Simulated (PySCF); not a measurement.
**From PBE to CCSD(T): MNa along the alkali metals**

PBE and CCSD(T) in PySCF with def2-SVPD on every atom (core potentials on Rb, Cs), for the lowest determinant that a PBE0 search found; no spin–orbit coupling.

| molecule | state (unpaired electrons) | PBE Re (Å) | PBE ωe (cm⁻¹) | PBE De (eV) | CCSD(T) Re (Å) | CCSD(T) ωe (cm⁻¹) | CCSD(T) De (eV) |
| --- | --- | --- | --- | --- | --- | --- | --- |
| Na2 | singlet (closed shell) | 3.105 | 157 | 0.80 | 3.211 | 151 | 0.70 |
| KNa | singlet (closed shell) | 3.556 | 120 | 0.70 | 3.649 | 116 | 0.62 |
| RbNa | singlet (closed shell) | 3.703 | 102 | 0.67 | ? | ? | ? |
| CsNa | singlet (closed shell) | 3.918 | 93.1 | 0.65 | 3.960 | 93.4 | 0.55 |

(1) Estimate the CCSD(T) values of RbNa by adding the mean shift from PBE to CCSD(T) of the other rows, and compare with the calculation.

(2) What are the mean differences of PBE from CCSD(T) over the whole series?

In a basis of this size CCSD(T) is itself not converged; it tends to give bonds that are too long and too weak.

Correlated steps freeze the inner cores (1 to 6 orbitals); shallow outer-core shells are correlated. Closed-shell solutions of metal pairs were not tested for spin polarisation, which can lower them a little. Correlated levels converge slowly with the basis: in double zeta they bind strong bonds too weakly, by up to about 1 eV, and carry superposition errors of some tenths. Spin–orbit coupling is left out. Where the molecule has an RHF reference, its open-shell atoms are computed with UHF.

## Answers

(1) The mean shifts are +8.0 pm, -3 cm⁻¹ and -0.09 eV, which give 3.783 Å, 98.8 cm⁻¹ and 0.58 eV. CCSD(T)/def2-SVPD gives Re = 3.734 Å, ωe = 100 cm⁻¹, De = 0.55 eV.

(2) Re -6.8 pm, ωe +3 cm⁻¹, De +0.10 eV.
